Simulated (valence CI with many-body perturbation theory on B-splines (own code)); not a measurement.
Sensitivity of CI+MBPT for P

Computed by configuration interaction combined with many-body perturbation theory (CI+MBPT): five valence electrons over a frozen Dirac-Fock core [Ne], radial functions for each j: 6 s, 6 p, 5 d, 3 f, 1 g, with the one-electron correlation potential Σ1 (screened to all orders), the two-electron term Σ2, the three-electron term Σ3, Breit, model QED; selected single and double excitations, second order for the rest, scaled by the run's own slope (own B-spline code, finite nucleus).

Set against measurement, 25 paired levels are off by 81 cm⁻¹ on average, the worst by 274. These come from a selection out of the NIST Handbook of Basic Atomic Spectroscopic Data. Levels without a partner in it may be off by more. Among the levels kept, up to 3200 cm⁻¹ of a level comes from second order outside the variational space, and about a tenth of that is noise between levels of different J, which matters for small intervals.

The reference run has the lowest level 3s2.3p3 4S°_3/2 and an ionisation energy of 10.4685 eV. Its largest variational space holds 10133 state functions.

Names give the largest LS component (configuration and term), which can be under half, so a name can repeat, a term be missing and a line seem to break the LS rules; names also repeat where a configuration has a term twice.

Changed runs:
A. selection threshold (hartree) 2e-08 → 1e-05
B. size limit of the variational space 10000 → 3000; logarithmic knot step 0.27 → 0.4; second order for the rest on → off
C. scale of Σ2 1 → 0; Breit term on → off; QED terms on → off
D. cutoff of virtual states (hartree) 450 → 4.17 (bad on purpose)

Excitation energies of the reference run in cm⁻¹, and shifts in cm⁻¹:

```
                 Level  Reference        A        B        C        D
       3s2.3p3 2D°_3/2      11563      -17     +419     +119      -11
       3s2.3p3 2D°_5/2      11579      -40    +1058     +117     +0.2
       3s2.3p3 2P°_1/2      18995      -48     +315     +157      -26
       3s2.3p3 2P°_3/2      19022      -45     +434     +156      -23
     3s2.3p2.4s 4P_1/2      55888      +63              +472     -204
     3s2.3p2.4s 4P_3/2      56079      +40              +486     -208
     3s2.3p2.4s 4P_5/2      56316      +58              +501     -208
     3s2.3p2.4s 2P_1/2      57873      +53              +517     -196
     3s2.3p2.4s 2P_3/2      58204      +33              +539     -201
         3s.3p4 4P_5/2      59578      -59               -88     -170
         3s.3p4 4P_3/2      59769      -81               -87     -179
         3s.3p4 4P_1/2      59851      -21               -80     -179
Ionisation energy (eV)    10.4685  -0.0107  -0.2039  +0.0630  -0.0258
```

A blank means that the level has no clear partner in that run.
